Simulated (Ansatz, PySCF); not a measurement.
C$_{2}$H$_{4}$, charge -1, doublet, at a GFN2-xTB geometry (a state made from the parent by changing its charge; the spin is typed, not shown lowest) (in this run its highest filled SCF level lies above zero, so its values depend strongly on the basis, on diffuse functions most of all). Base run: CCSD(T)/def2-SVP (PySCF).

The PySCF input:
```python
from pyscf import gto, scf, cc

mol = gto.Mole()
mol.atom = '''
    C    -0.688195   -0.076962    0.224503
    C     0.688195    0.076962   -0.224503
    H    -1.315240    0.823303    0.087459
    H    -1.205612   -0.962416   -0.188647
    H     1.315240   -0.823303   -0.087459
    H     1.205612    0.962416    0.188647
'''
mol.basis = 'def2-svp'
mol.charge = -1
mol.spin = 1
mol.verbose = 4
mol.build()

mf = scf.UHF(mol)
mf.kernel()

mycc = cc.CCSD(mf)
mycc.kernel()
et = mycc.ccsd_t()
print('E(CCSD(T)) = %.10f' % (mycc.e_tot + et))
```

The same geometry, method and basis name were run in Ansatz (an electronic-structure program) and PySCF, at each program's defaults and at the settings that a row names. The base is PySCF at its defaults. Differences at the defaults can come from grids, fitting, cores and function types together.

| code and settings | ΔE vs base (µEh) | basis functions | E (Eh) | SCF cycles |
|---|---|---|---|---|
| PySCF, defaults (exact integrals, spherical functions, all electrons correlated) | 0.0 | 48 | -78.18980 | 11 |
| Ansatz, defaults (factorised integrals, spherical functions, frozen core) | 5377 | 48 | -78.18442 | - |
| PySCF, frozen core | 5376 | 48 | -78.18442 | 11 |
| Ansatz, high accuracy, frozen core | 5376 | 48 | -78.18442 | - |

Open shells are given as the SCF converged; they aren't shown to be the lowest states, and a large step between rows can be another state.
